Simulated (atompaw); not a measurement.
u(r) = r·R(r): atom against pseudo-atom (Ga)

Columns: radius, all-electron u(r) and pseudo u(r) of the 4p shell (level -9.05 eV) of gallium in the configuration [Ar] 3d10 4s2 4p0; PBEsol, scalar-relativistic, PAW (atompaw) scheme, atompaw 4.2.0.5.

```json
{"r (bohr)": "0.077", "all-electron": "0.1296", "pseudo": "0.0022"}
{"r (bohr)": "0.154", "all-electron": "0.1260", "pseudo": "0.0086"}
{"r (bohr)": "0.231", "all-electron": "0.0053", "pseudo": "0.0192"}
{"r (bohr)": "0.308", "all-electron": "-0.1240", "pseudo": "0.0337"}
{"r (bohr)": "0.385", "all-electron": "-0.2124", "pseudo": "0.0520"}
{"r (bohr)": "0.462", "all-electron": "-0.2505", "pseudo": "0.0736"}
{"r (bohr)": "0.538", "all-electron": "-0.2461", "pseudo": "0.0980"}
{"r (bohr)": "0.615", "all-electron": "-0.2109", "pseudo": "0.1252"}
{"r (bohr)": "0.692", "all-electron": "-0.1559", "pseudo": "0.1547"}
{"r (bohr)": "0.769", "all-electron": "-0.0897", "pseudo": "0.1860"}
{"r (bohr)": "0.846", "all-electron": "-0.0185", "pseudo": "0.2185"}
{"r (bohr)": "0.923", "all-electron": "0.0537", "pseudo": "0.2519"}
{"r (bohr)": "1.000", "all-electron": "0.1241", "pseudo": "0.2857"}
{"r (bohr)": "1.077", "all-electron": "0.1910", "pseudo": "0.3196"}
{"r (bohr)": "1.154", "all-electron": "0.2534", "pseudo": "0.3531"}
{"r (bohr)": "1.231", "all-electron": "0.3107", "pseudo": "0.3859"}
{"r (bohr)": "1.308", "all-electron": "0.3628", "pseudo": "0.4177"}
{"r (bohr)": "1.385", "all-electron": "0.4096", "pseudo": "0.4481"}
{"r (bohr)": "1.462", "all-electron": "0.4512", "pseudo": "0.4770"}
{"r (bohr)": "1.538", "all-electron": "0.4874", "pseudo": "0.5037"}
{"r (bohr)": "1.615", "all-electron": "0.5193", "pseudo": "0.5288"}
{"r (bohr)": "1.692", "all-electron": "0.5468", "pseudo": "0.5516"}
{"r (bohr)": "1.769", "all-electron": "0.5700", "pseudo": "0.5721"}
{"r (bohr)": "1.846", "all-electron": "0.5893", "pseudo": "0.5899"}
{"r (bohr)": "1.923", "all-electron": "0.6050", "pseudo": "0.6050"}
{"r (bohr)": "2.000", "all-electron": "0.6172", "pseudo": "0.6172"}
```

Question: How many radial nodes do the two functions have?

Answer: The all-electron 4p function has n − l − 1 = 2; the pseudo-wave has 0, since the states of the same l below it are removed with the core.

Question: Is the pseudo-wave norm-conserving?

Answer: No, it belongs to a PAW set: the norm inside the radius is not constrained, and the difference is carried by the augmentation charge.
